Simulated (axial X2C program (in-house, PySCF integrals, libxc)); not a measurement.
# CaTl: properties at the nuclei

Calculated with an in-house all-electron X2C program for linear molecules (integrals from PySCF): two-component X2C with atomic mean-field Coulomb and Gaunt terms, Gaussian nuclei, basis Tl dyall-cv3z, Ca dyall-cv3z with contracted cores.

R = 3.326 Å (near the PBE0 minimum at charge 0 of the determinant lowest at the starting distance; the state shown can have its own minimum elsewhere).

Input and command:
```json
{"zs": [81, 20], "q": 0, "bas": ["dyall-cv3z", "dyall-cv3z"], "r0": 3.15, "levels": ["PBE0", "HF", "LDA", "BHandHLYP", "B3LYP"], "nst": 3}
```
```bash
python soeom.py task.json out
```

Keys: zs atomic numbers; q charge; bas basis sets; r0 starting distance in Å; levels methods; nst determinants followed.

Determinant lowest in the PBE0 search, Ω = 1/2 (⟨Sz⟩ = -0.29, ⟨Lz⟩ = 0.79 at PBE0), spin on the atoms Tl -0.35, Ca 0.06:

| level | Eeff magnitude (GV/cm) | Ws magnitude Tl (kHz) | A∥/gI Tl (MHz) | qzz Tl (a.u.) | A∥/gI Ca (MHz) | qzz Ca (a.u.) | μ (D) |
| --- | --- | --- | --- | --- | --- | --- | --- |
| PBE0 | 17.2 | 41 | 4900 | -2.45 | 245 | -0.16 | 1.55 |
| HF | 38.2 | 90.7 | 5880 | -3.33 | 322 | -0.43 | 1.97 |
| LDA | 11.4 | 27.3 | 4590 | -2.55 | 254 | -0.15 | 1.85 |
| BHandHLYP | 14.3 | 34.1 | 5120 | -2.90 | 195 | -0.17 | 1.32 |
| B3LYP | 12.5 | 29.8 | 4840 | -2.56 | 214 | -0.15 | 1.51 |

Determinant 0.62 eV from it at PBE0 and this distance, Ω = 3/2 (⟨Sz⟩ = 0.49, ⟨Lz⟩ = 1.01 at PBE0), spin on the atoms Tl 0.43, Ca 0.06:

| level | Eeff magnitude (GV/cm) | Ws magnitude Tl (kHz) | A∥/gI Tl (MHz) | qzz Tl (a.u.) | A∥/gI Ca (MHz) | qzz Ca (a.u.) | μ (D) |
| --- | --- | --- | --- | --- | --- | --- | --- |
| PBE0 | 25.4 | 20.3 | 148 | -3.17 | -80.7 | -0.05 | 2.14 |
| HF | 119 | 94 | -253 | -4.63 | -192 | -0.39 | 2.41 |
| LDA | 0.896 | 0.265 | -10.2 | -3.41 | 16.7 | -0.08 | 2.64 |
| BHandHLYP | 34.8 | 27.6 | 284 | -2.32 | -101 | -0.03 | 2.43 |
| B3LYP | 5.56 | 4.73 | 117 | -2.74 | -14.4 | -0.02 | 2.39 |

Eeff is the effective electric field on the electron electric dipole moment in this Ω state and Ws the scalar–pseudoscalar constant of the nucleus named (defined with the proton number Z and per Ω); A∥ (defined per Ω) follows by multiplying with gI = μI/(I μN); qzz is the electric field gradient, eQq0 = 234.96 MHz × Q/barn × qzz; μ is positive if the Ca end (last atom) is positive. The operators were transformed with the bare-nucleus X2C matrices; with these basis sets, hyperfine constants and field gradients can be off by tens of per cent, and where levels differ in sign neither size nor sign is settled.

Task: With gI(205Tl) = 3.2764, gI(43Ca) = -0.3764 (g factors from the IAEA table of nuclear moments by Stone), turn the PBE0 values of the first state into constants in MHz.

Result: A∥(205Tl) = 4900 × 3.2764 = 16100 MHz; A∥(43Ca) = 245 × -0.3764 = -92.2 MHz.

Each state is one determinant with collinear spin. Unrestricted Hartree–Fock can overshoot spin polarisation at the nuclei. In the state Ω = 3/2 the sign of Eeff differs between levels (LDA against PBE0). Where Eeff spreads by more than a factor of two the levels disagree and none is to be relied on. The search compared states at one distance, so a state with another bond length can lie lower. The sign of Ws at Tl differs between levels in the second state. Further determinants of the search, some of them spin-mixed, are not shown. Where a field gradient or hyperfine factor spreads by more than a factor of two over the levels, a constant derived from it is not to be relied on. PBE0 term energies can be off by some tenths of an eV.
